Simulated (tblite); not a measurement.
Compound: C₆H₁₁P.
Numbering: `[CH3:1][C:2]#[C:3][PH:4][CH2:5][CH2:6][CH3:7]` (hydrogens: H8, H9, H10 on C1; H11 on P4; H12, H13 on C5; H14, H15 on C6; H16, H17, H18 on C7)

Computed with GFN2-xTB (tblite), gas phase: L-BFGS steps from a force-field or distance-geometry start until the largest atomic force falls under 0.01 eV/Å.

Step 45: E = -568.7938 eV
```
atom  x, y, z in Å  |  force x, y, z in eV/Å
C1      3.6871   -0.3522   -0.0237   -0.006  -0.001   0.002
C2      2.3377    0.0382    0.3229   -0.006  -0.019   0.013
C3      1.2084    0.2878    0.6645    0.006   0.003   0.002
P4     -0.3837    0.9127    1.1010    0.029   0.013   0.006
C5     -1.3926   -0.6533    0.9185    0.017   0.017   0.010
C6     -1.6444   -1.0310   -0.5367   -0.008  -0.001  -0.012
C7     -2.2636    0.1123   -1.3273   -0.005   0.037  -0.021
H8      3.7048   -0.8154   -1.0102   -0.017  -0.005   0.001
H9      4.3398    0.5213   -0.0352   -0.042   0.016  -0.001
H10     4.0694   -1.0628    0.7097    0.001  -0.018  -0.012
H11    -0.1846    0.7268    2.4811   -0.010   0.025   0.022
H12    -2.3491   -0.4668    1.4186    0.025   0.016   0.020
H13    -0.8841   -1.4698    1.4398   -0.021  -0.006  -0.004
H14    -2.3118   -1.8958   -0.5603    0.005  -0.056  -0.027
H15    -0.6985   -1.3212   -1.0003    0.007  -0.002  -0.016
H16    -1.5652    0.9457   -1.3785    0.023   0.045  -0.002
H17    -2.5005   -0.1985   -2.3417    0.013  -0.034  -0.016
H18    -3.1779    0.4636   -0.8539   -0.012  -0.029   0.035
```

Step 46: E = -568.7944 eV
```
atom  x, y, z in Å  |  force x, y, z in eV/Å
C1      3.6825   -0.3550   -0.0245    0.003  -0.002  -0.007
C2      2.3355    0.0409    0.3221   -0.020  -0.015   0.019
C3      1.2076    0.2962    0.6640    0.000  -0.009   0.005
P4     -0.3866    0.9154    1.1001    0.033   0.025   0.039
C5     -1.3904   -0.6538    0.9183    0.010   0.012   0.022
C6     -1.6394   -1.0314   -0.5373   -0.006  -0.001  -0.018
C7     -2.2614    0.1119   -1.3256   -0.021   0.036  -0.020
H8      3.6975   -0.8191   -1.0102   -0.017  -0.012  -0.016
H9      4.3392    0.5149   -0.0380   -0.034   0.029   0.002
H10     4.0622   -1.0669    0.7083    0.006  -0.026   0.003
H11    -0.1866    0.7327    2.4822   -0.014   0.024  -0.007
H12    -2.3487   -0.4681    1.4157    0.035   0.010   0.022
H13    -0.8811   -1.4687    1.4422   -0.028   0.004  -0.015
H14    -2.3036   -1.8982   -0.5642   -0.001  -0.059  -0.019
H15    -0.6928   -1.3178   -1.0006    0.023  -0.002  -0.021
H16    -1.5682    0.9505   -1.3672    0.012   0.035  -0.014
H17    -2.4937   -0.1949   -2.3424    0.030  -0.031  -0.015
H18    -3.1808    0.4530   -0.8546   -0.011  -0.018   0.039
```

Question: Estimate the geometry and energy of step 47. (The exact step hangs on the optimiser's Hessian estimate; all steps are aligned on step 46, rigid shifts and turns removed.)

Answer: E = -568.7951 eV, largest force 0.074 eV/Å
```
atom  x, y, z in Å  |  force x, y, z in eV/Å
C1      3.6775   -0.3583   -0.0253    0.011  -0.005  -0.015
C2      2.3329    0.0421    0.3226   -0.030  -0.012   0.021
C3      1.2067    0.3047    0.6641   -0.004  -0.021   0.010
P4     -0.3889    0.9190    1.0995    0.026   0.032   0.062
C5     -1.3875   -0.6537    0.9178   -0.001   0.005   0.021
C6     -1.6341   -1.0319   -0.5384   -0.001   0.001  -0.020
C7     -2.2592    0.1119   -1.3241   -0.029   0.019  -0.010
H8      3.6892   -0.8228   -1.0104   -0.017  -0.017  -0.031
H9      4.3366    0.5092   -0.0408   -0.021   0.039   0.005
H10     4.0561   -1.0717    0.7061    0.010  -0.029   0.015
H11    -0.1893    0.7393    2.4834   -0.016   0.022  -0.030
H12    -2.3476   -0.4684    1.4125    0.039   0.005   0.024
H13    -0.8783   -1.4671    1.4448   -0.031   0.011  -0.026
H14    -2.2947   -1.9019   -0.5689    0.001  -0.043  -0.008
H15    -0.6864   -1.3147   -1.0017    0.031   0.002  -0.019
H16    -1.5711    0.9561   -1.3553   -0.010   0.013  -0.026
H17    -2.4867   -0.1915   -2.3434    0.046  -0.018  -0.007
H18    -3.1838    0.4412   -0.8543   -0.005  -0.004   0.035
```

The energy changes by -0.0007 eV. The first-order estimate −F·Δx gives -0.0010 eV and the mean of the old and new forces, exact on a quadratic surface, -0.0007 eV. The step makes an angle of 79° with the force vector and moves no atom by more than 0.013 Å.

What follows is the cost of the whole relaxation. Hardware: one thread, Arm Neoverse V1 (aarch64), shared host with 64 logical CPUs at a one-minute load of 30. Cost: 0.57 s wall.
